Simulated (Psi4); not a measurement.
Level of theory: SAPT0/jun-cc-pVDZ, frozen core run with Psi4.

Psi4 input:

```
molecule {
0 1
C -0.15358926 -0.00824189 0.00215981
Cl 1.63805935 0.08790776 -0.02303891
H -0.45437426 -0.54737436 0.89531025
H -0.48016052 -0.53479106 -0.88944124
H -0.54993531 1.00249956 0.01501009
--
0 1
F 1.02963011 -3.06166597 0.97917522
Si 1.79612508 -3.43919412 -0.33466309
F 1.05270547 -2.82066828 -1.56788670
F 3.25721631 -2.87586058 -0.26772503
F 1.84367717 -4.99875933 -0.48206191
units angstrom
symmetry c1
no_reorient
no_com
}
set basis jun-cc-pvdz
set scf_type df
set freeze_core true
energy('sapt0')
```

Part of the output:

```
    SAPT Results
  --------------------------------------------------------------------------------------------------------
    Electrostatics                 -5.03879554 [mEh]      -3.16189194 [kcal/mol]     -13.22935587 [kJ/mol]
      Elst10,r                     -5.03879554 [mEh]      -3.16189194 [kcal/mol]     -13.22935587 [kJ/mol]

    Exchange                        6.22091377 [mEh]       3.90368232 [kcal/mol]      16.33300685 [kJ/mol]
      Exch10                        6.22091377 [mEh]       3.90368232 [kcal/mol]      16.33300685 [kJ/mol]
      Exch10(S^2)                   6.20283592 [mEh]       3.89233830 [kcal/mol]      16.28554346 [kJ/mol]

    Induction                      -0.72741827 [mEh]      -0.45646186 [kcal/mol]      -1.90983641 [kJ/mol]
      Ind20,r                      -4.31713295 [mEh]      -2.70904182 [kcal/mol]     -11.33463099 [kJ/mol]
      Exch-Ind20,r                  3.67208545 [mEh]       2.30426841 [kcal/mol]       9.64105901 [kJ/mol]
      delta HF,r (2)               -0.08237077 [mEh]      -0.05168844 [kcal/mol]      -0.21626442 [kJ/mol]

    Dispersion                     -2.60519503 [mEh]      -1.63478456 [kcal/mol]      -6.83993861 [kJ/mol]
      Disp20                       -2.97265460 [mEh]      -1.86536892 [kcal/mol]      -7.80470357 [kJ/mol]
      Exch-Disp20                   0.36745957 [mEh]       0.23058436 [kcal/mol]       0.96476496 [kJ/mol]
      Disp20 (SS)                  -1.48632730 [mEh]      -0.93268446 [kcal/mol]      -3.90235179 [kJ/mol]
      Disp20 (OS)                  -1.48632730 [mEh]      -0.93268446 [kcal/mol]      -3.90235179 [kJ/mol]
      Exch-Disp20 (SS)              0.21095585 [mEh]       0.13237680 [kcal/mol]       0.55386452 [kJ/mol]
      Exch-Disp20 (OS)              0.15650371 [mEh]       0.09820756 [kcal/mol]       0.41090044 [kJ/mol]

  Total HF                          0.45469996 [mEh]       0.28532853 [kcal/mol]       1.19381457 [kJ/mol]
  Total SAPT0                      -2.15049507 [mEh]      -1.34945603 [kcal/mol]      -5.64612403 [kJ/mol]
```
